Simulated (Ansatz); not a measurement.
Molecule: C$_{2}$H$_{4}$N, charge 0, multiplicity 2. It need not be the lowest isomer of its formula. SMILES: N([CH2])=C
Geometry from a B3LYP-D3(BJ)/def2-TZVP (Ansatz, an electronic-structure program) optimisation:
```xyz
7

C      1.0609    -0.4281     0.1001
N      0.0598     0.4012     0.3023
C     -1.0973     0.1834    -0.2844
H      2.0074    -0.2363     0.5895
H      0.9717    -1.3062    -0.5459
H     -1.2666    -0.6720    -0.9447
H     -1.9123     0.8742    -0.1089
```
Charge 0, spin multiplicity 2.

Computed values are from Ansatz. Valence correlation only, unless marked. Open shells are spin-unrestricted. No spin-orbit coupling. Non-relativistic. CBS(X,Y): correlation extrapolated as X^-3; Hartree-Fock from the larger set. [CCSD(T)-MP2]/basis is that difference in the basis named.

```yaml
atomisation energy De: 631.8 kcal/mol at RI-MP2/CBS(cc-pVTZ,cc-pVQZ)+[CCSD(T)-MP2]/cc-pVTZ
vertical ionisation energy (to the singlet): 8.58 eV at RI-MP2/CBS(aug-cc-pVTZ,aug-cc-pVQZ)+[CCSD(T)-MP2]/aug-cc-pVDZ
total_energy: -133.1208 Eh at RI-MP2/CBS(cc-pVTZ,cc-pVQZ)+[CCSD(T)-MP2]/cc-pVTZ
dipole_moment: 1.52 D at CCSD(T)/aug-cc-pVDZ
T1 diagnostic: 0.031 at CCSD/cc-pVTZ
```

The UHF reference is spin-contaminated (<S^2> 0.21 over the pure value in the largest basis).
